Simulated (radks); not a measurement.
Values are calculated unless marked as measured or tabulated.
Ionisation of the iridium ion Ir2+, [Xe] 4f14 5d7, to [Xe] 4f14 5d6 as the strength of local exchange is varied. Level of theory: non-relativistic Kohn-Sham, Slater X-alpha exchange (alpha = 2/3 is LDA exchange), no correlation, spin-polarised, spherical densities, point nucleus; open shells are filled with parallel spins first (spin-orbit coupling, left out, can overturn this in heavy ions); relativity is left out, which matters for an element this heavy (a radial shooting solver on a logarithmic mesh with Libxc functionals).

alpha,E(Ir2+) (hartree),exchange (hartree),IE (eV),-e of the level emptied (eV),<r> of it (bohr)
0.585,-16754.9081,-272.1993,27.312,21.495 (5d),1.644
0.667,-16793.1084,-311.1001,28.581,22.685 (5d),1.616
0.736,-16825.3237,-343.9751,29.682,23.723 (5d),1.593
0.764,-16838.4150,-357.3525,30.137,24.153 (5d),1.584
0.856,-16881.5046,-401.4564,31.667,25.604 (5d),1.556
0.87,-16888.0718,-408.1879,31.904,25.830 (5d),1.552
0.96,-16930.3532,-451.5885,33.459,27.313 (5d),1.525
1.019,-16958.1307,-480.1586,34.505,28.314 (5d),1.509

NIST Atomic Spectra Database: 28 +/- 1.6 eV (theoretical). The Delta-SCF value meets it near alpha = 0.63. Relativity is left out here, which matters for elements this heavy. Open shells are spherical and high-spin; term and fine-structure splittings are not resolved.
